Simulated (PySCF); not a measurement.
# Electron correlation in Ge(2+) (germanium, charge +2)

[Ar] 3d10 4s2, closed-shell 1S. Computed with PySCF 2.14 in pcseg-2 (6s5p3d1f, 43 functions), with the non-relativistic Hamiltonian (point nucleus). Frozen: [Ar] 3d10; 2 electrons correlated.

Total MP2 correlation energy: -28.67 mhartree.

Same-spin part 0.00 and opposite-spin part -28.67 mhartree; SCS-MP2 scales them by 1/3 and 6/5 to -34.41 mhartree.

With two correlated electrons CCSD is exact within the correlated space (frozen core and kept virtual orbitals).

```csv
level,correlation energy (mhartree)
CCSD,-39.93
```

Diagnostics: T1 = 0.0046, D1 = 0.0065, largest double amplitude 0.105.

Cost of the coupled-cluster step: 0.05 s of wall time on 1 thread of Intel(R) Xeon(R) Platinum 8559C (shared host), for 2 correlated electrons.

Iterations:

```
CC2 = 0
CCSD nocc = 1, nmo = 29
frozen orbitals [0, 1, 2, 3, 4, 5, 6, 7, 8, 9, 10, 11, 12, 13]
max_cycle = 100
direct = 0
conv_tol = 1e-08
conv_tol_normt = 1e-06
diis_space = 8
diis_start_cycle = 0
Init t2, MP2 energy = -2074.52661393373  E_corr(MP2) -0.0286722820496692
Init E_corr(CCSD) = -0.0286722820498362
cycle = 1  E_corr(CCSD) = -0.0355532364484221  dE = -0.0068809544  norm(t1,t2) = 0.041761
cycle = 2  E_corr(CCSD) = -0.0380754109700255  dE = -0.00252217452  norm(t1,t2) = 0.0177679
cycle = 3  E_corr(CCSD) = -0.0399437645682151  dE = -0.0018683536  norm(t1,t2) = 0.00781642
cycle = 4  E_corr(CCSD) = -0.0399266505162949  dE = 1.71140519e-05  norm(t1,t2) = 0.000232511
cycle = 5  E_corr(CCSD) = -0.0399297450085804  dE = -3.09449229e-06  norm(t1,t2) = 1.72972e-05
cycle = 6  E_corr(CCSD) = -0.0399285139996257  dE = 1.23100895e-06  norm(t1,t2) = 3.93383e-06
cycle = 7  E_corr(CCSD) = -0.0399287446405154  dE = -2.3064089e-07  norm(t1,t2) = 8.89127e-07
cycle = 8  E_corr(CCSD) = -0.0399287375067899  dE = 7.13372552e-09  norm(t1,t2) = 7.4579e-08
CCSD converged
E(CCSD) = -2074.537870389189  E_corr = -0.03992873750678985
```
